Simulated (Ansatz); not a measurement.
Ansatz (a quantum-chemistry and plane-wave program) input (B97M-V/def2-TZVPD):

Ansatz 0.2 input:
```yaml
crystal:
  periodic: [false, false, false]
  atoms:
    - {symbol: C, position_ang: [-1.67357070, -0.97084829, 0.45329201]}
    - {symbol: C, position_ang: [-1.79093813, 0.52435135, 0.40956587]}
    - {symbol: C, position_ang: [-0.59534498, 1.10576306, 0.09115353]}
    - {symbol: C, position_ang: [0.39670578, 0.12882511, -0.10255537]}
    - {symbol: C, position_ang: [-0.18831254, -1.24855369, 0.10604027]}
    - {symbol: C, position_ang: [1.73028032, 0.36702457, -0.43789477]}
    - {symbol: N, position_ang: [2.84318715, 0.54050552, -0.71652297]}
    - {symbol: H, position_ang: [-2.35535046, -1.44563253, -0.25852550]}
    - {symbol: H, position_ang: [-1.94335982, -1.36367643, 1.43809035]}
    - {symbol: H, position_ang: [-2.70892873, 1.05852060, 0.60667891]}
    - {symbol: H, position_ang: [-0.41931400, 2.16762561, -0.00288616]}
    - {symbol: H, position_ang: [0.33217853, -1.77883239, 0.90697659]}
    - {symbol: H, position_ang: [-0.08045402, -1.86091618, -0.79228271]}
basis:
  gaussian:
    orbitals: def2-TZVPD
hamiltonian:
  xc: {name: B97M-V}
magnetization: {spin_polarized: true, initial_magnetization: 1}
output: {forces: true}
```

Output:

```
Functional definition: B97M-V
integrals: 0.30 GiB planned
1529 factors; their error is unknown
0.52 GiB of the device are held for the grids
1.87 GiB of device memory are held for the factors and their scratch space
mean field: 2.96 GiB planned
mean field evaluation 1: about -7799.6244 eV, gradient 4.9e1 eV
mean field evaluation 2: about -7789.8682 eV, gradient 6.6e1 eV
mean field evaluation 4: about -7810.6485 eV, gradient 9.3e0 eV
mean field evaluation 8: about -7811.0331 eV, gradient 1.9e-1 eV
mean field evaluation 16: about -7810.9771 eV, gradient 2.6e-3 eV
mean field -7810.97707368 eV, -287.0481129873 hartree, gradient 4.2e-5 eV, S^2 0.776305; 0 other end points of the search recorded, 0 dependent functions left out
the calculation of the forces begins
reference -7810.97714833 eV, -287.0481157307 hartree; 25, 24 occupied and 288, 289 virtual orbitals, 1529 factors
Total energy: -7810.97714833 eV, -287.0481157307 hartree
Atom 0 at    -1.673571    -0.970848     0.453292 Å, force     0.167828     0.185297    -0.049705 eV/Å
Atom 1 at    -1.790938     0.524351     0.409566 Å, force     0.058293    -0.156811    -0.006580 eV/Å
Atom 2 at    -0.595345     1.105763     0.091154 Å, force     0.059406    -0.136442    -0.007835 eV/Å
Atom 3 at     0.396706     0.128825    -0.102555 Å, force    -0.016206    -0.003605     0.004109 eV/Å
Atom 4 at    -0.188313    -1.248554     0.106040 Å, force    -0.098920     0.208268     0.013960 eV/Å
Atom 5 at     1.730280     0.367025    -0.437895 Å, force    -0.354991    -0.071097     0.089637 eV/Å
Atom 6 at     2.843187     0.540506    -0.716523 Å, force     0.052764     0.007204    -0.013161 eV/Å
Atom 7 at    -2.355350    -1.445633    -0.258526 Å, force     0.067753     0.044265     0.090531 eV/Å
Atom 8 at    -1.943360    -1.363676     1.438090 Å, force     0.017818     0.034331    -0.115107 eV/Å
Atom 9 at    -2.708929     1.058521     0.606679 Å, force     0.116213    -0.076962    -0.024502 eV/Å
Atom 10 at    -0.419314     2.167626    -0.002886 Å, force    -0.016153    -0.137009     0.010541 eV/Å
Atom 11 at     0.332179    -1.778832     0.906977 Å, force    -0.051345     0.046418    -0.096600 eV/Å
Atom 12 at    -0.080454    -1.860916    -0.792283 Å, force    -0.002460     0.056142     0.104712 eV/Å
Dipole moment:    -0.974271    -0.222321     0.247322 e Å
```

It need not be the lowest isomer of its formula.
